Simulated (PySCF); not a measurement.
A structure optimised at PBE0-D3(BJ)/def2-SVP, used in a PySCF frequency run:

```
N
Si 1 1.7458
Si 1 1.7607 2 125.02
Si 1 1.7618 2 123.48 3 -178.24
H 2 1.4951 1 109.81 3 -34.83
H 2 1.4954 5 109.52 1 119.60
H 3 1.4957 1 111.32 2 49.58
H 4 1.4966 1 111.86 2 50.14
H 2 1.4969 5 107.94 6 117.47
H 4 1.4981 8 107.41 1 122.49
H 3 1.4992 7 107.42 1 122.82
C 3 1.8904 7 113.78 11 124.78
H 12 1.1020 3 112.88 7 -85.22
H 12 1.1039 13 106.58 3 -117.70
C 12 1.5406 13 112.42 14 -121.03
H 15 1.1021 12 112.45 13 72.68
H 15 1.1039 16 106.51 12 120.91
```

**Question.** Write its SMILES and formula.

**Answer.** [SiH3]N1[SiH2]CC[SiH2]1, C2H11NSi3

**Question.** What are its rotational constants (standard atomic weights)?

**Answer.** 2.8934, 1.4822, 1.0397 GHz
